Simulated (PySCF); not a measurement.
Cl₃Hf (SMILES [Cl][Hf]([Cl])[Cl]), doublet, geometry from GFN2-xTB (such geometries of metal compounds can be far from the true shape) (the multiplicity is a formal guess) (core potentials on Hf); B3LYP/def2-SVP in PySCF.

PySCF was given this input:
```python
from pyscf import gto, scf, dft

mol = gto.Mole()
mol.atom = '''
    Hf    0.010519    0.029146    0.019842
    Cl    2.090261   -0.419428   -0.588395
    Cl   -0.859655   -0.973893    1.789929
    Cl   -1.275159    1.269880   -1.285572
'''
mol.basis = 'def2-svp'
mol.ecp = {'Hf': 'def2-svp'}
mol.charge = 0
mol.spin = 1
mol.verbose = 4
mol.build()

mf = dft.UKS(mol)
mf.xc = 'b3lyp'
mf.diis = False
mf.damp = 0.3
mf.diis_start_cycle = 200
mf.max_cycle = 150
mf.kernel()
```

The log (banner, timings and long lists left out):

```
PySCF version 2.14.0

[INPUT] verbose = 4
[INPUT] num. atoms = 4
[INPUT] num. electrons = 63
[INPUT] charge = 0
[INPUT] spin (= nelec alpha-beta = 2S) = 1
[INPUT] symmetry False subgroup None
[INPUT] Mole.unit = angstrom
[INPUT] Symbol           X                Y                Z      unit          X                Y                Z       unit  Magmom
[...]
nuclear repulsion = 266.158397736648
number of shells = 36
number of NR pGTOs = 165
number of NR cGTOs = 86
basis = def2-svp
ecp = {'Hf': 'def2-svp'}

******** <class 'pyscf.dft.uks.UKS'> ********
method = UKS
initial guess = minao
damping factor = 0.3
level_shift factor = 0
DIIS disabled
SCF conv_tol = 1e-09
SCF conv_tol_grad = None
SCF max_cycles = 150
direct_scf = True
direct_scf_tol = 1e-13
number electrons alpha = 32  beta = 31
XC library pyscf.dft.libxc version 7.1.2
    S. Lehtola, C. Steigemann, M. J. T. Oliveira, and M. A. L. Marques,  SoftwareX 7, 1–5 (2018)
XC functionals = b3lyp
    P. J. Stephens, F. J. Devlin, C. F. Chabalowski, and M. J. Frisch,  J. Phys. Chem. 98, 11623 (1994)
radial grids:
    Treutler-Ahlrichs [JCP 102, 346 (1995); DOI:10.1063/1.469408] (M4) radial grids

becke partition: Becke, JCP 88, 2547 (1988); DOI:10.1063/1.454033
pruning grids: <function nwchem_prune>
grids dens level: 3
symmetrized grids: False
atomic radii adjust function: <function treutler_atomic_radii_adjust>
small_rho_cutoff = 0
Set gradient conv threshold to 3.16228e-05
tot grids = 80432
init E= -1416.05633215651

cycle= 1 E= -1428.21307611732  delta_E= -12.2  |g|= 0.603  |ddm|= 5.28
cycle= 2 E= -1428.28402374739  delta_E= -0.0709  |g|= 0.466  |ddm|= 1.47
cycle= 3 E= -1428.25681525682  delta_E= 0.0272  |g|= 0.547  |ddm|= 1.31
cycle= 4 E= -1428.28017258224  delta_E= -0.0234  |g|= 0.48  |ddm|=  1.3
cycle= 5 E= -1428.25362949523  delta_E= 0.0265  |g|= 0.553  |ddm|=  1.3
cycle= 6 E= -1428.2782563676  delta_E= -0.0246  |g|= 0.484  |ddm|=  1.3
cycle= 7 E= -1428.25164684787  delta_E= 0.0266  |g|= 0.556  |ddm|= 1.31
cycle= 8 E= -1428.27672806614  delta_E= -0.0251  |g|= 0.486  |ddm|= 1.31
cycle= 9 E= -1428.24970910119  delta_E= 0.027  |g|= 0.559  |ddm|= 1.31
cycle= 10 E= -1428.27515147651  delta_E= -0.0254  |g|= 0.489  |ddm|= 1.32
cycle= 11 E= -1428.24764391458  delta_E= 0.0275  |g|= 0.563  |ddm|= 1.32
cycle= 12 E= -1428.27345896421  delta_E= -0.0258  |g|= 0.491  |ddm|= 1.33
cycle= 13 E= -1428.24541246523  delta_E= 0.028  |g|= 0.566  |ddm|= 1.33
[...]
cycle= 118 E= -1377.1649258265  delta_E= -4.25  |g|= 7.37  |ddm|= 11.6
cycle= 119 E= -1371.41065573042  delta_E= 5.75  |g|= 7.54  |ddm|= 11.5
cycle= 120 E= -1384.13064121201  delta_E= -12.7  |g|= 6.56  |ddm|= 11.6
cycle= 121 E= -1370.41121331876  delta_E= 13.7  |g|= 7.78  |ddm|= 11.7
cycle= 122 E= -1388.71339155974  delta_E= -18.3  |g|= 6.22  |ddm|= 11.4
cycle= 123 E= -1363.76470099147  delta_E= 24.9  |g|= 7.51  |ddm|= 11.5
cycle= 124 E= -1379.51737895996  delta_E= -15.8  |g|= 7.23  |ddm|= 11.2
cycle= 125 E= -1368.44789705966  delta_E= 11.1  |g|=  7.1  |ddm|= 10.8
cycle= 126 E= -1372.54559397737  delta_E= -4.1  |g|= 7.61  |ddm|= 11.2
cycle= 127 E= -1374.41344264177  delta_E= -1.87  |g|= 7.24  |ddm|= 11.2
cycle= 128 E= -1381.19132009976  delta_E= -6.78  |g|= 6.92  |ddm|= 11.5
cycle= 129 E= -1369.77980119396  delta_E= 11.4  |g|= 7.72  |ddm|= 11.8
cycle= 130 E= -1387.43931100868  delta_E= -17.7  |g|= 6.34  |ddm|= 11.7
cycle= 131 E= -1366.87330711774  delta_E= 20.6  |g|= 7.79  |ddm|= 11.9
cycle= 132 E= -1378.57395130614  delta_E= -11.7  |g|= 7.18  |ddm|= 11.4
cycle= 133 E= -1373.67059946416  delta_E=  4.9  |g|= 7.52  |ddm|= 10.9
cycle= 134 E= -1386.65437171646  delta_E=  -13  |g|=  6.5  |ddm|=   12
cycle= 135 E= -1364.16621887885  delta_E= 22.5  |g|= 7.49  |ddm|= 12.2
cycle= 136 E= -1375.22381280847  delta_E= -11.1  |g|= 7.26  |ddm|= 11.2
cycle= 137 E= -1376.83093106492  delta_E= -1.61  |g|= 7.34  |ddm|= 10.8
cycle= 138 E= -1388.13608166781  delta_E= -11.3  |g|= 6.37  |ddm|= 12.1
cycle= 139 E= -1362.60123615207  delta_E= 25.5  |g|= 7.49  |ddm|= 12.7
cycle= 140 E= -1375.99511822352  delta_E= -13.4  |g|= 7.25  |ddm|= 11.4
cycle= 141 E= -1376.6446819783  delta_E= -0.65  |g|= 7.34  |ddm|= 10.8
cycle= 142 E= -1387.31958108946  delta_E= -10.7  |g|= 6.48  |ddm|= 12.2
cycle= 143 E= -1362.97634136241  delta_E= 24.3  |g|= 7.46  |ddm|= 12.7
cycle= 144 E= -1375.66214586662  delta_E= -12.7  |g|= 7.26  |ddm|= 11.4
cycle= 145 E= -1376.55004879999  delta_E= -0.888  |g|= 7.34  |ddm|= 10.8
cycle= 146 E= -1387.29592462458  delta_E= -10.7  |g|= 6.47  |ddm|= 12.2
cycle= 147 E= -1363.05067507279  delta_E= 24.2  |g|= 7.47  |ddm|= 12.7
cycle= 148 E= -1375.54537912808  delta_E= -12.5  |g|= 7.25  |ddm|= 11.4
cycle= 149 E= -1376.88806403351  delta_E= -1.34  |g|= 7.34  |ddm|= 10.8
cycle= 150 E= -1387.84106604585  delta_E=  -11  |g|= 6.42  |ddm|= 12.1
SCF not converged.
SCF energy = -1387.84106604585 after 150 cycles  <S^2> = 0.76366433  2S+1 = 2.013618
```

The run did not converge; its last values are not results.
